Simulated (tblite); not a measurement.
Species: C₃H₉FGeSi.
Numbering: `[F:1][GeH2:2][C@@H:3]1[CH2:4][CH2:5][SiH2:6]1` (hydrogens: H7, H8 on Ge2; H9 on C3; H10, H11 on C4; H12, H13 on C5; H14, H15 on Si6)

Computed with GFN2-xTB (tblite), gas phase: L-BFGS steps from a force-field or distance-geometry start until the largest atomic force falls under 0.01 eV/Å.

Geometry at step 16:
```
atom  x, y, z in Å
F1      1.7482   -0.3555    1.7787
Ge2     1.9882   -0.3238    0.0362
C3      0.2895    0.2059   -0.8389
C4     -0.5083    1.1863    0.0420
C5     -1.3188    0.1528    0.8371
Si6    -1.1509   -1.0484   -0.6355
H7      3.1328    0.6781   -0.0145
H8      2.5044   -1.7372   -0.1400
H9      0.4930    0.5821   -1.8399
H10     0.0766    1.8739    0.6548
H11    -1.1762    1.7760   -0.5861
H12    -2.2875    0.4966    1.1926
H13    -0.7192   -0.1842    1.6832
H14    -0.9214   -2.4846   -0.5107
H15    -2.1546   -0.8101   -1.6809
```

Problem. Give the atomic forces at this geometry.

Solution. 
```
atom  Fx (eV/Å)  Fy (eV/Å)  Fz (eV/Å)
  F1     -0.065      0.027      0.012
 Ge2      0.120     -0.003     -0.039
  C3     -0.056      0.017      0.039
  C4     -0.040      0.047      0.024
  C5     -0.002     -0.045     -0.067
 Si6     -0.019     -0.049     -0.001
  H7     -0.060     -0.042     -0.052
  H8     -0.017      0.033     -0.091
  H9      0.100     -0.030      0.004
 H10      0.086     -0.029      0.028
 H11      0.013      0.108     -0.016
 H12      0.039     -0.042      0.008
 H13     -0.187      0.002      0.042
 H14      0.087     -0.003      0.096
 H15      0.001      0.012      0.014
```

The largest, 0.19 eV/Å, acts on H13; the rms over all components is 0.057 eV/Å. The forces sum to zero within rounding, as they must for an isolated molecule in no field.

Problem. Give the force on H13 in Eh/bohr and in nN.

Solution. 0.192 eV/Å ÷ 51.422 = 0.00373 Eh/bohr, and 0.192 eV/Å × 1.602 = 0.31 nN.

Problem. How far is this geometry from the end of the optimisation?

Solution. 0.115 eV above it, and 0.846 Å rms away after alignment. The bonds farthest from their final lengths, with half the difference of the two atoms' forces along the bond (positive lengthens):

```
   bond  now (Å)  final (Å)  force along bond (eV/Å)
 Ge2–C3    1.983      1.967                    +0.06
 Ge2–H7    1.522      1.514                    -0.08
  C4–C5    1.535      1.541                     0.00
 C5–Si6    1.908      1.912                    -0.02
 C5–H13    1.090      1.087                    -0.02
Si6–H15    1.469      1.466                    -0.01
```

The angle farthest from its final value is C5–Si6–H14, 124.6° against 115.8°.

The cost below is that of the whole relaxation. On one thread of an Arm Neoverse N1, no GPU, shared host with 64 logical CPUs at a one-minute load of 52, this took 1.2 s of wall time.
